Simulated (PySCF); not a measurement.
The PySCF input:
```python
from pyscf import gto, scf, dft

mol = gto.M(
    atom='''
Ge   -0.215261   -0.203189    0.263114
H    -1.524235   -0.039287   -0.831200
O     0.927998    0.656782   -0.729554
H     0.836196    1.053839   -1.583315
''',
    basis='cc-pvdz',
    charge=0,
    spin=0,
    verbose=4,
)

mf = dft.RKS(mol)
mf.xc = 'tpss'
mf.kernel()
g = mf.nuc_grad_method()
grad = g.kernel()
```

Problem. What does this run give for the HOMO energy, total energy, Mulliken (on the basis functions themselves) charges in atom order?

Solution. 
The HOMO energy comes out as -5.75 eV and the total energy is -58596.0776 eV. The Mulliken (on the basis functions themselves) charges in atom order comes out as Ge1 0.37, H2 -0.17, O3 -0.35, H4 0.16.
